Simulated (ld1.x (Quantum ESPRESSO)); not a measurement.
Varying the TM potential for Ti (Z = 22)

Base potential:

* Element: titanium (Ti)
* Generator: ld1.x (Quantum ESPRESSO) 7.5
* Type: norm-conserving Troullier–Martins (Kleinman–Bylander form)
* Functional: LDA (PZ)
* Relativity: scalar-relativistic
* Frozen core: [Ne]
* Valence charge: 12
* Reference configuration: 3s2 3p6 3d2 4s2 4p0
* Partial waves: 3s (bound): rc 1.30 bohr; 3p (bound): rc 1.00 bohr; 3d (bound): rc 2.15 bohr
* Local potential: the d channel
* Core correction: none

Occupied shells without a wave of their own: 4s. They enter only through the test configuration that unscreens the potential.

All-electron outer shells of the reference configuration (LDA (PZ), scalar-relativistic, ld1.x):

```csv
shell,level (eV),outermost node (bohr),outermost maximum (bohr)
2s,-535.48,0.09,0.27
2p,-443.98,–,0.22
3s,-62.26,0.40,0.87
3p,-38.78,0.37,0.90
4s,-4.60,1.25,2.88
3d,-4.46,–,0.97
4p,-1.54,1.39,3.80
```

Cutoffs, loose and tight: the cutoffs (Ry, on a coarse ladder) from which the occupation-weighted sum of valence levels, in a spherical-Bessel basis at the reference potential, stays within 10 and 1 mRy of its value at 400 Ry. They do not see the model core or the augmentation charge, which bear on the density cutoff. Test errors are all-electron minus pseudo excitation energies from the reference, over the configurations 3s2 3p6 3d2 4s1 4p0; 3s2 3p6 3d2 4s0 4p0; 3s2 3p6 3d1 4s0 4p0; 3s2 3p6 3d0 4s0 4p0; 3s2 3p5 3d2 4s2 4p0; 3s2 3p6 3d2 4s1 4p1; 3s2 3p6 3d3 4s0 4p0 (two spin-polarised tests are not counted in the largest error). A dash means not determined; rows that change the core or the reference have their own tests.

On the changes marked as counting shells twice: ld1.x takes every shell without a wave as core, so the model core holds the marked electrons as well and exchange and correlation see them twice. This cancels in the reference configuration, but the file is broken for other ones, and its errors say nothing about a proper core correction.

```tsv
change	outcome	cutoff, loose	cutoff, tight	bound ghosts	largest test error (meV)
base	generated	90 Ry	160 Ry	none	-439
core correction a·sin(br)/r model core inside 0.50 bohr (4s counted twice)	generated	90 Ry	160 Ry	none	-1537
core correction a·sin(br)/r model core inside 0.72 bohr (4s counted twice)	generated	90 Ry	160 Ry	none	-1536
core correction a·sin(br)/r model core inside 0.86 bohr (4s counted twice)	generated	90 Ry	160 Ry	none	-1535
core correction a·sin(br)/r model core inside 1.02 bohr (4s counted twice)	generated	90 Ry	160 Ry	none	-1534
core correction a·sin(br)/r model core inside 1.18 bohr (4s counted twice)	generated	90 Ry	160 Ry	none	-1533
```
